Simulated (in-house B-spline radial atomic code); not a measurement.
## RPA and G0W0 on LDA exchange-only: the boron ion B⁺

Configuration [He] 2s2, mean-field start LDA exchange-only. Computed with a B-spline radial code for spherical atoms: all electrons, scalar-relativistic (spin-free one-electron X2C), finite nucleus, each spin shell either full or empty, empty states to l = 9 with an (l + 1/2)⁻⁴ tail; G0W0 by contour deformation at full frequency.

Command:
```bash
python run_gw.py task.json out
```
Settings (radii: box in bohr, nucleus in fm):
```
Z                        5
electrons                4
configuration            [He] 2s2
hamiltonian              x2c
method                   lda,
lmax                     9
rms_radius               2.406
spin_polarised           False
box_radius               23.78
intervals                73
ion_configuration        [He] 2s1
```

Time taken, with all properties: 1.9 s on 1 thread of Arm Neoverse V1 (shared host).

Energies (hartree):

```tsv
term	value
mean-field total	-23.79268
Hartree-Fock functional on these orbitals	-24.23948
direct second order	-0.28737
second-order exchange	0.14126
SOSEX correction	0.10169
```

Question: What is the RPA correlation energy, and what remains with SOSEX?

Answer: RPA gives -0.20701 hartree (-1.41 eV per electron); RPA + SOSEX gives -0.10532, and the second-order doubles -0.14611 hartree (no singles). SOSEX takes back 49 % of the RPA value.

Quasi-particle levels (eV):

```csv
level,occupied,mean field,Σx - vxc,Σc,QP weight,G0W0
2s,yes,-18.154,-5.71,?,?,?
2p,no,-12.230,5.12,-1.74,0.903,-8.855
```

G0W0 = mean field + (Σx - vxc) + Σc, with Σc (partial-wave tail included) taken at the quasi-particle energy. Levels of low weight are left out.

Question: Where does G0W0 put 2s?

Answer: At -24.919 eV, with Σc = -1.05 eV and a quasi-particle weight of 0.876. The tabulated removal energy is 25.155 eV (NIST, measured).

Question: What does it cost to remove one electron (to [He] 2s1) by differences of total energies, each species on its own start (correlation terms add to the Hartree-Fock functional)?

Answer: LDA exchange-only 22.862 eV, Hartree-Fock functional 23.425 eV, + RPA 25.451 eV, + RPA + SOSEX 24.978 eV, + second order 25.999 eV. Tabulated: 25.155 eV (NIST, measured).
